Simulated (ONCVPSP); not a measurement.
# Before and after: ONCV potential for nickel

```
Element                 : nickel
Generator               : ONCVPSP 4.0.1
Type                    : optimised norm-conserving Vanderbilt (ONCV)
Functional              : PBE
Relativity              : scalar-relativistic
Frozen core             : [Ne]
Valence charge          : 18
Reference configuration : 3s2 3p6 3d8 4s2
Partial waves           : 3s+4s: rc 1.40 bohr, ncon 4, nbas 7, qcut 11.3 1/bohr, 2 projectors; 3p: rc 0.80 bohr, ncon 4, nbas 8, qcut 9.7 1/bohr, 2 projectors, debl 3.4 Ha; 3d: rc 1.55 bohr, ncon 4, nbas 8, qcut 11.3 1/bohr, 2 projectors, debl 0.9 Ha
Local potential         : polynomial inside 0.60 bohr (lpopt 5, dvloc0 0 Ha)
Core correction         : Teter function, fcfact 3.25, rcfact 1.3
```

Change: all radii but the core radius scaled by about 1.34 (s 1.88, p 1.08, d 2.08 bohr); local potential polynomial inside 0.80 bohr (lpopt 5, dvloc0 0 Ha).

Cutoffs: the cutoffs (Ha) at which the residual kinetic energy of the hardest occupied pseudo-wave falls to 1 and 0.1 mHa per electron; they do not see the model core or the augmentation charge, which bear on the density cutoff. Errors are all-electron minus pseudo energies relative to the spin-unpolarised reference configuration.

Q: How do hardness, ghosts and transferability respond?

A: The potential gets softer (47 Ha and 281 Ha → 39 Ha and 46 Ha); of the 4 tests that both files solve, the error grows in 2 and shrinks in 1 by more than 15 % and 0.3 meV (median size 11.8 → 41.9 meV); neither file shows a bound ghost. A larger radius leaves more room for a smooth pseudo-wave, so fewer plane waves are needed.

```tsv
quantity	base	changed
cutoff, loose	47 Ha	39 Ha
cutoff, tight	281 Ha	46 Ha
loose cutoff by channel	s 34 Ha, p 41 Ha, d 47 Ha	s 18 Ha, p 39 Ha, d 33 Ha
bound ghosts	none	none
GHOST(+) flags under 300 eV	s at 299.9 eV	none
error for 3s2 3p6 3d8 4s1, meV [ΔE 9.32 eV]	+0.7	+0.2
error for 3s2 3p6 3d8 4s0, meV [ΔE 26.67 eV]	+5.1	-5.6
error for 3s2 3p6 3d7 4s0, meV [ΔE 64.14 eV]	+18	+78
error for 3s2 3p6 3d7 4s2, meV [ΔE 16.12 eV]	+60	+193
rms error of d²Exc/dni dnj with the model core, mHa	0.73	2.70
```
